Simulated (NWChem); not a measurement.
System: C$_{3}$H$_{3}$NO$_{2}$; SMILES C1(=O)COC=N1

```xyz
9

O     -0.0295     2.0371     0.0000
C      0.0331     0.8332     0.0000
C     -1.1568    -0.1440     0.0000
O     -0.5235    -1.4392     0.0000
C      0.7984    -1.1749     0.0000
N      1.2141     0.0404     0.0000
H     -1.7772    -0.0477     0.8948
H     -1.7772    -0.0477    -0.8948
H      1.4317    -2.0565     0.0000
```
Atoms are numbered in this order, from 1.

Program: NWChem. Medium grid unless said otherwise, to which SCAN and Minnesota functionals are sensitive. Coordinates come from a B3LYP/6-31G* (spherical d) optimisation. B3LYP is NWChem's, with the RPA form of VWN correlation.

Problem. Order these by “dipole (D)”, lowest first: r2SCAN/def2-TZVP; PBE/def2-TZVP; Hartree-Fock/def2-TZVP.

Solution. PBE/def2-TZVP (3.83), r2SCAN/def2-TZVP (3.96), Hartree-Fock/def2-TZVP (4.40)
